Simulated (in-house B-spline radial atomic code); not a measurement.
## RPA and G0W0 on BLYP: Ar VIII (Ar7+)

Configuration [Ne] 3s1, highest spin, mean-field start BLYP. Computed with an all-electron radial atomic-structure program (B-spline basis): all electrons, scalar-relativistic (spin-free one-electron X2C), finite nucleus, each spin shell either full or empty, empty states to l = 9 with an (l + 1/2)⁻⁴ tail; G0W0 by contour deformation at full frequency.

Command:
```bash
python run_gw.py task.json out
```
Settings (radii: box in bohr, nucleus in fm):
```
Z                        18
electrons                11
configuration            [Ne] 3s1
hamiltonian              x2c
method                   b88,lyp
lmax                     9
rms_radius               3.4274
spin_polarised           True
box_radius               8.41
intervals                67
ion_configuration        [He] 2s2 2p6
```

Time taken, with all properties: 1.9 s on 1 thread of Arm Neoverse V2 (shared host).

Energies (hartree):

```json
{"term": "mean-field total", "value": "-513.47643"}
{"term": "Hartree-Fock functional on these orbitals", "value": "-512.99312"}
{"term": "direct second order", "value": "-0.74243"}
{"term": "second-order exchange", "value": "0.28481"}
{"term": "SOSEX correction", "value": "0.26434"}
```

(1) What is the RPA correlation energy, and what remains with SOSEX?

Quasi-particle levels (eV):

```csv
level,occupied,mean field,Σx - vxc,Σc,QP weight,G0W0
3s up,yes,-136.04,-7.02,?,?,?
2p down,yes,-368.47,-29.62,3.32,0.962,-394.77
2p up,yes,-369.00,-29.92,3.44,0.960,-395.48
3s down,no,-132.71,10.93,-2.88,0.944,-124.67
```

G0W0 = mean field + (Σx - vxc) + Σc, with Σc (partial-wave tail included) taken at the quasi-particle energy. Only the outer levels were computed. Levels of low weight are left out.

(2) Where does G0W0 put 3s up?

(3) What does it cost to remove one electron (to [He] 2s2 2p6) by differences of total energies, each species on its own start (correlation terms add to the Hartree-Fock functional)?

## Answers

(1) RPA gives -0.68255 hartree (-1.69 eV per electron); RPA + SOSEX gives -0.41822, and the second-order doubles -0.45762 hartree (no singles). SOSEX takes back 39 % of the RPA value.

(2) At -144.89 eV, with Σc = -1.82 eV and a quasi-particle weight of 0.973. The tabulated removal energy is 143.457 ± 0.0012 eV (NIST, semi-empirical); the calculation leaves out spin-orbit coupling, Breit and QED terms, and what these don't explain is the method's own error.

(3) BLYP 144.86 eV, Hartree-Fock functional 142.92 eV, + RPA 144.47 eV, + RPA + SOSEX 143.42 eV, + second order 143.54 eV. Tabulated: 143.457 ± 0.0012 eV (NIST, semi-empirical); the calculation leaves out spin-orbit coupling, Breit and QED terms, and what these don't explain is the method's own error.
